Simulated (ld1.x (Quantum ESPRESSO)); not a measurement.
# Before and after: PAW potential for iron

```json
{"Element": "Fe", "Generator": "ld1.x (Quantum ESPRESSO) 7.5", "Type": "PAW", "Functional": "PBE", "Relativity": "scalar-relativistic", "Frozen core": "[Ne]", "Valence charge": "16", "Reference configuration": "3s2 3p6 3d6 4s2 4p0", "Partial waves": "3s (bound): rcut 1.10, rcutus 1.25 bohr; 4s (bound): rcut 1.10, rcutus 1.25 bohr; 3p (bound): rcut 1.20, rcutus 1.45 bohr; 4p (bound, empty): rcut 1.20, rcutus 1.45 bohr; 3d (bound): rcut 1.40, rcutus 1.55 bohr; 3d channel at 0.05 Ry: rcut 1.40, rcutus 1.55 bohr", "Local potential": "all-electron potential smoothed inside 1.55 bohr (lloc = -1)", "Core correction": "Bessel-smoothed model core inside 1.20 bohr", "Augmentation charge": "GAUSS, radius 0.90 bohr"}
```

Change: local potential all-electron potential smoothed inside 1.50 bohr (lloc = -1).

Cutoffs: the cutoffs (Ry, on a coarse ladder) from which the occupation-weighted sum of valence levels, in a spherical-Bessel basis at the reference potential, stays within 10 and 1 mRy of its value at 400 Ry; they do not see the model core or the augmentation charge, which bear on the density cutoff. Errors are all-electron minus pseudo energies relative to the spin-unpolarised reference configuration.

Task: How do hardness, ghosts and transferability respond?

Result: The potential gets neither clearly harder nor softer (55 Ry and 100 Ry → 55 Ry and 90 Ry); of the 7 tests that both files solve, the error grows in 3 and shrinks in 3 by more than 15 % and 0.3 meV (median size 1.5 → 8.3 meV); neither file shows a bound ghost.

```csv
quantity,base,changed
"cutoff, loose",55 Ry,55 Ry
"cutoff, tight",100 Ry,90 Ry
bound ghosts,none,none
"error for 3s2 3p6 3d6 4s1 4p0, meV [ΔE 8.73 eV]",-0.7,-0.3
"error for 3s2 3p6 3d6 4s0 4p0, meV [ΔE 24.93 eV]",-1.5,+0.1
"error for 3s2 3p6 3d5 4s0 4p0, meV [ΔE 59.16 eV]",0.0,+8.3
"error for 3s1 3p6 3d6 4s2 4p0, meV [ΔE 101.88 eV]",-26,-23
"error for 3s2 3p6 3d5 4s2 4p0, meV [ΔE 14.21 eV]",+13,+41
"error for 3s2 3p5 3d6 4s2 4p0, meV [ΔE 67.68 eV]",-22,-13
"error for 3s2 3p6 3d6.5 4s1.5 4p0, meV [ΔE -0.73 eV]",+0.4,+2.9
s: phases at 1.71 bohr within 0.05 rad from the reference energy up to (Ry; the scan ends near 5),to the end of the scan,to the end of the scan
p: phases at 1.71 bohr within 0.05 rad from the reference energy up to (Ry; the scan ends near 5),to the end of the scan,to the end of the scan
d: phases at 1.71 bohr within 0.05 rad from the reference energy up to (Ry; the scan ends near 5),to the end of the scan,to the end of the scan
lowest overlap eigenvalue by channel,"s 0.22, p 0.12, d 1.00","s 0.09, p 0.13, d 1.00"
```
